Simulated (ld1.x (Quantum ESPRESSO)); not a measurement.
# Before and after: TM potential for gold

```json
{"Element": "gold", "Generator": "ld1.x (Quantum ESPRESSO) 7.5", "Type": "norm-conserving Troullier–Martins (Kleinman–Bylander form)", "Functional": "LDA (PZ)", "Relativity": "scalar-relativistic", "Frozen core": "[Xe] 4f14", "Valence charge": "11", "Reference configuration": "5d10 6s0.5 6p0.5", "Partial waves": "6p (bound): rc 3.20 bohr; 5d (bound): rc 1.30 bohr; 6s (bound): rc 2.10 bohr", "Local potential": "the s channel", "Core correction": "Bessel-smoothed model core, default radius (core density twice the valence density)"}
```

Change: wave 5d (bound): rc 1.30 bohr becomes 5d (bound): rc 1.06 bohr.

Cutoffs: the cutoffs (Ry, on a coarse ladder) from which the occupation-weighted sum of valence levels, in a spherical-Bessel basis at the reference potential, stays within 10 and 1 mRy of its value at 400 Ry; they do not see the model core or the augmentation charge, which bear on the density cutoff. Errors are all-electron minus pseudo energies relative to the spin-unpolarised reference configuration.

Task: Predict the effect on cutoff, ghosts and configuration errors.

Result: The potential gets harder (70 Ry and 90 Ry → 140 Ry and 230 Ry); the errors of the 9 common tests hardly move; neither file shows a bound ghost. A smaller radius makes the pseudo-wave follow the all-electron one further in, where it bends more sharply, so more plane waves are needed.

```csv
quantity,base,changed
"cutoff, loose",70 Ry,140 Ry
"cutoff, tight",90 Ry,230 Ry
loose cutoff by channel (10 mRy a level),"p 6 Ry, d 35 Ry, s 8 Ry","p 6 Ry, d 90 Ry, s 8 Ry"
bound ghosts,none,none
"error for 5d10 6s1 6p0, meV [ΔE -2.64 eV]",+0.1,+0.1
"error for 5d10 6s0 6p0, meV [ΔE 7.13 eV]",-9.7,-9.7
"error for 5d9 6s0 6p0, meV [ΔE 28.63 eV]",-66,-64
"error for 5d9 6s2 6p0, meV [ΔE -1.04 eV]",-74,-74
"error for 5d9 6s1 6p0, meV [ΔE 9.73 eV]",-53,-52
"error for 5d10 6s0.5 6p0, meV [ΔE 1.31 eV]",-1.5,-1.5
"error for 5d7 6s0 6p0, meV [ΔE 110.80 eV]",-983,-980
"error for 5d10 6s0.5 6p0.5 (spin-polarised), meV [ΔE -0.11 eV]",0.0,0.0
"error for 5d10 6s1 6p0 (spin-polarised), meV [ΔE -2.77 eV]",-0.1,-0.1
s: phases at 3.49 bohr within 0.05 rad from the reference energy up to (Ry; the scan ends near 5),1.3,1.3
p: phases at 3.49 bohr within 0.05 rad from the reference energy up to (Ry; the scan ends near 5),2.0,2.0
d: phases at 3.49 bohr within 0.05 rad from the reference energy up to (Ry; the scan ends near 5),0.7,0.7
```
